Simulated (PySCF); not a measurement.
A structure optimised at PBE0-D3(BJ)/def2-SVP, used in a PySCF frequency run:

```xyz
14

C      0.7022     1.6709     0.1573
C      0.3309     0.2176     0.4926
Si     1.7987    -0.9536     0.2693
Si    -1.1742    -0.3474    -0.4574
F     -2.3842     0.7147    -0.1913
H     -0.1461     2.3514     0.3285
H      0.9982     1.7767    -0.8994
H      1.5449     2.0293     0.7698
H      0.0523     0.1360     1.5612
H      1.4277    -2.3523     0.6466
H      2.9361    -0.5026     1.1290
H      2.2515    -0.9480    -1.1567
H     -0.9119    -0.3538    -1.9257
H     -1.6370    -1.6871     0.0029
```
Charge 0, spin multiplicity 1.

Q: Write its SMILES and formula.

A: C[C@H]([SiH3])[SiH2]F, C₂H₉FSi₂

Q: What are its rotational constants (standard atomic weights)?

A: 5.2730, 1.6694, 1.3613 GHz
